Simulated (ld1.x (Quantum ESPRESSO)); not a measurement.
Nb (Z = 41): one change to a TM potential, before and after

Nb, norm-conserving Troullier–Martins (Kleinman–Bylander form), made with ld1.x (Quantum ESPRESSO) 7.5 (LDA (PZ), scalar-relativistic). Core [Kr], reference 4d4 5s0.5 5p0 (charge +0.5). Waves: 5p (bound, empty): rc 2.75 bohr; 4d (bound): rc 2.45 bohr; 5s (bound): rc 2.85 bohr. Local part: the s channel. Core correction: none.

Change: wave 5s (bound): rc 2.85 bohr becomes 5s (bound): rc 2.28 bohr.

Cutoffs: the cutoffs (Ry, on a coarse ladder) from which the occupation-weighted sum of valence levels, in a spherical-Bessel basis at the reference potential, stays within 10 and 1 mRy of its value at 400 Ry; they do not see the model core or the augmentation charge, which bear on the density cutoff. Errors are all-electron minus pseudo energies relative to the spin-unpolarised reference configuration.

Q: How do hardness, ghosts and transferability respond?

A: The potential gets neither clearly harder nor softer (30 Ry and 35 Ry → 30 Ry and 35 Ry); the d channel sets the loose cutoff, while the largest relative change is in s, which becomes harder; of the 9 tests that both files solve, the error grows in 2 and shrinks in 4 by more than 15 % and 0.3 meV (median size 27.1 → 19.0 meV); neither file shows a bound ghost.

```csv
quantity,base,changed
"cutoff, loose",30 Ry,30 Ry
"cutoff, tight",35 Ry,35 Ry
loose cutoff by channel (10 mRy a level),"d 25 Ry, s 6 Ry","d 25 Ry, s 10 Ry"
bound ghosts,none,none
"error for 4d4 5s1 5p0, meV [ΔE -2.76 eV]",+2.0,+3.2
"error for 4d4 5s0 5p0, meV [ΔE 4.15 eV]",+2.3,+3.8
"error for 4d3 5s0 5p0, meV [ΔE 18.43 eV]",-26,-22
"error for 4d3 5s2 5p0, meV [ΔE -3.33 eV]",-38,-1.1
"error for 4d2 5s0 5p0, meV [ΔE 43.36 eV]",-92,-84
"error for 4d4.5 5s0.5 5p0, meV [ΔE -2.18 eV]",-5.4,-3.4
"error for 4d5 5s0 5p0, meV [ΔE -1.44 eV]",-27,-19
"error for 4d4 5s0.5 5p0 (spin-polarised), meV [ΔE -2.37 eV]",+2483,+2485
"error for 4d4 5s1 5p0 (spin-polarised), meV [ΔE -5.37 eV]",+2449,+2450
```
